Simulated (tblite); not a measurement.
Compound: C₆H₁₀O₂ (charge -1 and doublet state).
SMILES with atom numbers: `[CH3:1][C@H:2]1[CH2:3][CH2:4][C:5]([O-:6])[O:7][CH2:8]1` (hydrogens: H9, H10, H11 on C1; H12 on C2; H13, H14 on C3; H15, H16 on C4; H17, H18 on C8)

Geometry (GFN2-xTB, Å), atoms numbered from 1 in this order:
```
atom  x, y, z in Å
C1     2.1184   -0.2668    0.4662
C2     0.7711    0.0848   -0.1587
C3    -0.2198   -1.0736   -0.0696
C4    -1.5675   -0.6373   -0.6478
C5    -2.0859    0.6013    0.0858
O6    -3.3100    0.9720   -0.0010
O7    -1.0572    1.6911   -0.0546
C8     0.1375    1.3133    0.5222
H9     2.5523   -1.1393   -0.0233
H10    1.9954   -0.4940    1.5245
H11    2.8172    0.5646    0.3747
H12    0.9207    0.3331   -1.2168
H13   -0.3487   -1.3518    0.9813
H14    0.1758   -1.9495   -0.6043
H15   -1.4355   -0.4593   -1.7337
H16   -2.3079   -1.4345   -0.5334
H17    0.0103    1.0796    1.6006
H18    0.8250    2.1726    0.4428
```

Method: GFN2-xTB as coded in tblite; computed harmonic values from a numerical Hessian at the method's own geometry, unscaled. The method is semi-empirical: single wavenumbers can be off by several per cent or more. One conformer, not necessarily the lowest. Open shells enter through the occupations alone, without spin polarisation, and single modes of such species can be off by tens of per cent.

Harmonic wavenumbers (cm⁻¹): 91.4, 197.4, 213.7, 223.2, 286.2, 360.9, 377.7, 414.8, 448.8, 480.8, 604.8, 678.8, 826.1, 852.0, 912.8, 959.6, 962.6, 977.4, 1050.8, 1078.1, 1093.6, 1107.0, 1140.0, 1190.2, 1203.0, 1262.1, 1283.3, 1290.6, 1312.4, 1342.8, 1361.8, 1401.3, 1471.1, 1475.3, 1479.9, 1498.3, 1508.9, 1511.9, 2693.8, 2706.8, 2821.3, 2853.6, 2912.8, 2936.6, 2948.8, 2988.6, 2998.0, 3011.5.

A = 4408, B = 1461, C = 1174 MHz; mass 114.068 u (most abundant isotopes); point group C1, symmetry number 1; spin multiplicity 2.

**Question.** Zero-point energy?

**Answer.** Half the sum of the wavenumbers: 32402 cm⁻¹ = 92.64 kcal/mol.

**Question.** Give the ideal-gas entropy at 400 K and 1 bar in the rigid-rotor, harmonic-oscillator model (classical rotation).

**Answer.** Translation 41.60, rotation 29.02, vibration 26.59, spin (R ln 2) 1.38: S = 98.6 cal/(mol K).

**Question.** And Cp and H(400 K) − H(0)?

**Answer.** Cp = 42.08 cal/(mol K), of which vibrations give 34.14 (their classical limit is 48 R = 95.4); H(400 K) − H(0) = 9.40 kcal/mol without the zero-point energy, 6.22 from vibrations.

**Question.** What must be added to the electronic energy to get the Gibbs energy at 400 K and 1 bar?

**Answer.** ZPE + [H(400 K) − H(0)] − T·S = 92.64 + 9.40 − 39.43 = 62.61 kcal/mol.

**Question.** How do the functions run with temperature in this model?

**Answer.** 
```csv
T (K),S (cal/(mol K)),Cp (cal/(mol K)),H − H(0) (kcal/mol),G − H(0) (kcal/mol),ln q(vib)
100,64.1,14.2,1.01,-5.40,0.49
200,76.8,23.2,2.89,-12.47,1.91
300,87.9,32.5,5.67,-20.71,3.66
500,108.9,50.7,14.05,-40.41,7.55
800,137.1,69.0,32.25,-77.43,13.71
1000,153.4,76.9,46.89,-106.51,17.71
```

q(vib) and H(0) count from the zero-point level.

**Question.** Blend soft modes into free rotors: weight 1/[1 + (100 cm⁻¹/ν̃)⁴] for the oscillator and the rest for a rotor with moment μB/(μ + B), μ = h/(8π²ν), B = 10⁻⁴⁴ kg m². What vibrational entropy results?

**Answer.** 26.00 cal/(mol K) in place of 26.59, which changes −T·S at 400 K by +0.24 kcal/mol.

**Question.** Which modes carry the vibrational entropy at 400 K?

**Answer.** 91.4 cm⁻¹: 4.21; 197.4 cm⁻¹: 2.71; 213.7 cm⁻¹: 2.56; 223.2 cm⁻¹: 2.48; 286.2 cm⁻¹: 2.02; 360.9 cm⁻¹: 1.60 cal/(mol K); the other 42 give 11.02 together.

Hindered rotation and anharmonicity are outside this model. Other conformers, if any are populated, would add a mixing term that is left out. The structure is chiral; the term R ln 2 for an equal mix with its mirror image is left out.

Time: 0.42 s wall. Hardware: Arm Neoverse V2, one thread, no GPU, shared host with 96 logical CPUs at a one-minute load of 18. The figure is for the frequency step alone.
